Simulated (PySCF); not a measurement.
IIn, charge -1, doublet, geometry from GFN2-xTB (such geometries of metal compounds can be far from the true shape) (a state made from the parent by changing its charge; the spin is typed, not shown lowest) (all electrons, no relativity) (in this run its highest filled SCF level lies above zero, so its values depend strongly on the basis, on diffuse functions most of all); M06L/3-21G (PySCF).

Here is a job for PySCF.
```python
from pyscf import gto, scf, dft

mol = gto.M(
    atom='''
In   -0.00000000   -0.00000000   -1.55479354
I     0.00000000    0.00000000    1.43745064
''',
    basis='3-21g',
    charge=-1,
    spin=1,
    verbose=4,
)

mf = dft.UKS(mol)
mf.xc = 'm06l'
mf.kernel()
```

**Question.** Write the output that PySCF gives for this input, abridged.

**Answer.** 
```
PySCF version 2.14.0

[INPUT] verbose = 4
[INPUT] num. atoms = 2
[INPUT] num. electrons = 103
[INPUT] charge = -1
[INPUT] spin (= nelec alpha-beta = 2S) = 1
[INPUT] symmetry False subgroup None
[INPUT] Mole.unit = angstrom
[INPUT] Symbol           X                Y                Z      unit          X                Y                Z       unit  Magmom
[INPUT]  1 In     0.000000000000   0.000000000000  -1.554793540000 AA    0.000000000000   0.000000000000  -2.938133970843 Bohr   0.0
[INPUT]  2 I      0.000000000000   0.000000000000   1.437450640000 AA    0.000000000000   0.000000000000   2.716388027181 Bohr   0.0

nuclear repulsion = 459.278432537294
number of shells = 26
number of NR pGTOs = 162
number of NR cGTOs = 62
basis = 3-21g
ecp = {}

******** <class 'pyscf.dft.uks.UKS'> ********
method = UKS
initial guess = minao
damping factor = 0
level_shift factor = 0
DIIS = <class 'pyscf.scf.diis.CDIIS'>
diis_start_cycle = 1
diis_space = 8
diis_damp = 0
SCF conv_tol = 1e-09
SCF conv_tol_grad = None
SCF max_cycles = 50
direct_scf = True
direct_scf_tol = 1e-13
number electrons alpha = 52  beta = 51
XC library pyscf.dft.libxc version 7.1.2
    S. Lehtola, C. Steigemann, M. J. T. Oliveira, and M. A. L. Marques,  SoftwareX 7, 1–5 (2018)
XC functionals = m06l
    Y. Zhao and D. G. Truhlar,  J. Chem. Phys. 125, 194101 (2006)
    Y. Zhao and D. G. Truhlar,  J. Chem. Phys. 125, 194101 (2006)
    Y. Zhao and D. G. Truhlar,  Theor. Chem. Acc. 120, 215 (2008)
radial grids:
    Treutler-Ahlrichs [JCP 102, 346 (1995); DOI:10.1063/1.469408] (M4) radial grids

becke partition: Becke, JCP 88, 2547 (1988); DOI:10.1063/1.454033
pruning grids: <function nwchem_prune>
grids dens level: 3
symmetrized grids: False
atomic radii adjust function: <function treutler_atomic_radii_adjust>
small_rho_cutoff = 0
Set gradient conv threshold to 3.16228e-05
tot grids = 43832
init E= -12577.7612888848

cycle= 1 E= -12606.8703699708  delta_E= -29.1  |g|= 0.192  |ddm|= 1.19
cycle= 2 E= -12606.8418839942  delta_E= 0.0285  |g|= 0.245  |ddm|= 1.15
cycle= 3 E= -12606.904187176  delta_E= -0.0623  |g|= 0.0417  |ddm|= 0.701
cycle= 4 E= -12606.9070952531  delta_E= -0.00291  |g|= 0.00597  |ddm|= 0.184
cycle= 5 E= -12606.9071464117  delta_E= -5.12e-05  |g|= 0.0011  |ddm|= 0.0247
cycle= 6 E= -12606.9071482674  delta_E= -1.86e-06  |g|= 0.000156  |ddm|= 0.004
cycle= 7 E= -12606.9071483142  delta_E= -4.68e-08  |g|= 3.16e-05  |ddm|= 0.000912
cycle= 8 E= -12606.9071483197  delta_E= -5.54e-09  |g|= 1.03e-05  |ddm|= 0.000589
cycle= 9 E= -12606.9071483246  delta_E= -4.87e-09  |g|= 9.86e-06  |ddm|= 0.000723
cycle= 10 E= -12606.9071483288  delta_E= -4.19e-09  |g|= 9.87e-06  |ddm|= 0.000627
cycle= 11 E= -12606.907148317  delta_E= 1.18e-08  |g|= 9.82e-06  |ddm|= 0.00176
cycle= 12 E= -12606.907148325  delta_E= -7.95e-09  |g|= 9.85e-06  |ddm|= 0.00119
cycle= 13 E= -12606.9071481849  delta_E= 1.4e-07  |g|= 1.11e-05  |ddm|= 0.0218
cycle= 14 E= -12606.9071481768  delta_E= 8.18e-09  |g|= 1.1e-05  |ddm|= 0.00135
cycle= 15 E= -12606.9071482004  delta_E= -2.36e-08  |g|= 9.11e-06  |ddm|= 0.00385
cycle= 16 E= -12606.907147599  delta_E= 6.01e-07  |g|= 0.000516  |ddm|= 0.191
cycle= 17 E= -12606.9071477169  delta_E= -1.18e-07  |g|= 0.000369  |ddm|= 0.0318
cycle= 18 E= -12606.9071477847  delta_E= -6.78e-08  |g|= 0.000253  |ddm|= 0.024
cycle= 19 E= -12606.9071478569  delta_E= -7.22e-08  |g|= 9.46e-05  |ddm|= 0.0236
cycle= 20 E= -12606.9071478677  delta_E= -1.08e-08  |g|= 3.43e-05  |ddm|= 0.0249
cycle= 21 E= -12606.907147867  delta_E= 7.24e-10  |g|= 2.42e-06  |ddm|= 0.00967
Extra cycle  E= -12606.907147867  delta_E= -9.09e-12  |g|= 9.44e-07  |ddm|= 1.76e-05
converged SCF energy = -12606.907147867  <S^2> = 0.75043521  2S+1 = 2.0004352
```
